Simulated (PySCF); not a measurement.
## M06-2X on Al(2+) (aluminium, charge +2)

Configuration: [Ne] 3s1, 2S determinant. Computed with PySCF 2.14 in Sapporo-DZP-2012 (5s4p2d, 27 functions), with scalar relativity by spin-free X2C-1e.

| Property | Result |
| --- | --- |
| Total energy | -241.8039 hartree |
| One-electron energy | -327.8635 hartree |
| Hartree (Coulomb) energy | 104.1555 hartree |
| Exchange-correlation energy | -18.0959 hartree |
| ⟨S²⟩ | 0.7500 |
| ⟨L²⟩ | 0.000 |
| Sum of ⟨r⟩ | 7.293 bohr |
| Sum of ⟨r²⟩ | 9.246 bohr² |
| Langevin diamagnetic susceptibility | -7.32 ×10⁻⁶ cm³/mol |
| Time after the integrals | 0.19 s of wall time on 1 thread of AMD EPYC 7B13 (shared host) |

| shell | electrons | mean orbital energy (eV) | rms radius, mean of both spins (bohr) |
| --- | --- | --- | --- |
| 1s α | 1 | -1572.0 | 0.140 |
| 1s β | 1 | -1571.8 | 0.140 |
| 2s α | 1 | -140.83 | 0.683 |
| 2s β | 1 | -140.47 | 0.683 |
| 2p α | 3 | -99.488 | 0.672 |
| 2p β | 3 | -99.416 | 0.672 |
| 3s α | 1 | -26.885 | 2.36 |

Densities and radii are taken from the X2C orbitals without a picture-change correction, which distorts them close to the nucleus.
